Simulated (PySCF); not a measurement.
Species: C9H9N3.
SMILES with atom numbers: `[CH2:1]=[CH:2][n:3]1[n:4][n:5][c:6]2[cH:7][c:8]([CH3:9])[cH:10][cH:11][c:12]12`

Geometry (GFN2-xTB, Å), atoms numbered from 1 in this order:
```xyz
21
C9H9N3 angstrom
C     -4.244   -0.358    0.012
C     -3.053    0.210    0.126
N     -1.862   -0.487    0.008
N     -1.808   -1.812   -0.234
N     -0.611   -2.209   -0.302
C      0.225   -1.147   -0.105
C      1.615   -1.053   -0.083
C      2.174    0.186    0.146
C      3.662    0.364    0.186
C      1.352    1.311    0.350
C     -0.022    1.244    0.333
C     -0.583   -0.004    0.102
H     -5.145    0.218    0.108
H     -4.335   -1.412   -0.179
H     -2.917    1.265    0.318
H      2.219   -1.931   -0.244
H      3.973    0.746    1.157
H      3.980    1.080   -0.571
H      4.170   -0.580    0.006
H      1.828    2.264    0.527
H     -0.628    2.123    0.493
```

Definitions: NICS(0) = −σiso at the ring centroid; NICS(1) = −σiso and NICS(1)zz = −σzz at ±1 Å along the ring normal z. Level: GIAO PBE0/pcSseg-1 (PySCF, non-relativistic, gas phase) on the GFN2-xTB geometry, one conformer.

Ring bond lengths (Å), with Mayer bond orders in brackets: N3–N4 1.348 (1.14), N4–N5 1.263 (1.56), N5–C6 1.366 (1.25), C6–C12 1.415 (1.19), C12–N3 1.370 (0.87); C6–C7 1.393 (1.35), C7–C8 1.378 (1.47), C8–C10 1.408 (1.33), C10–C11 1.375 (1.52), C11–C12 1.389 (1.33), C12–C6 1.415 (1.19).

Task: Give the NICS values of each ring in ppm.

Result: 
```json
{"ring": "N3–N4–N5–C6–C12", "type": "5-membered ring with 3 N; formal bonds all aromatic", "NICS(0)": "-11.2", "NICS(1), two faces": "-12.7 / -12.7", "NICS(1)zz, two faces": "-30.5 / -30.4", "rms pucker (Å)": "0.00", "centre to ring atoms, mean (Å)": "1.15"}
{"ring": "C6–C7–C8–C10–C11–C12", "type": "6-membered carbocycle; formal bonds all aromatic", "NICS(0)": "-9.9", "NICS(1), two faces": "-11.7 / -11.7", "NICS(1)zz, two faces": "-28.4 / -28.4", "rms pucker (Å)": "0.00", "centre to ring atoms, mean (Å)": "1.39"}
```

Task: What do they say, and how far can they be read as aromaticity?

Result: 
- N3–N4–N5–C6–C12: mean NICS(1)zz -30.5 ppm, shielded, aromatic by this magnetic criterion (flat ring, no four-coordinate atom), though in fused rings the probe also feels the neighbouring ring.
- C6–C7–C8–C10–C11–C12: mean NICS(1)zz -28.4 ppm, shielded. For a flat ring without four-coordinate atoms the NICS criterion counts such a value as aromatic, though in fused rings the probe also feels the neighbouring ring.

Task: What does the geometric index give? HOMA = 1 − mean of α(R − Ropt)² over the ring bonds, with Krygowski's 1993 parameters (CC: Ropt 1.388 Å, α 257.7 Å⁻²; CN: Ropt 1.334 Å, α 93.52 Å⁻²; NN: Ropt 1.309 Å, α 130.33 Å⁻²).

Result: 
- N3–N4–N5–C6–C12: HOMA 0.82; the largest term is that of N4–N5, α(R − Ropt)² = 0.28. The geometric and the magnetic index point the same way.
- C6–C7–C8–C10–C11–C12: HOMA 0.94 = 1 − EN − GEO, with mean bond length 1.393 Å, EN = α(Ropt − mean)² = 0.007 and GEO = α × variance = 0.054. The geometric and the magnetic index point the same way.

Task: List the ring angles and the Hirshfeld charges of the ring atoms.

Result: 
- N3–N4–N5–C6–C12: N3 108.8° (+0.035 e), N4 110.8° (-0.042 e), N5 109.2° (-0.128 e), C6 107.4° (+0.009 e), C12 103.8° (+0.022 e); sum 540.0° against 540° for a flat convex ring.
- C6–C7–C8–C10–C11–C12: C6 120.9° (+0.009 e), C7 117.9° (-0.048 e), C8 120.3° (+0.007 e), C10 122.9° (-0.047 e), C11 116.7° (-0.060 e), C12 121.3° (+0.022 e); sum 720.0° against 720° for a flat convex ring.
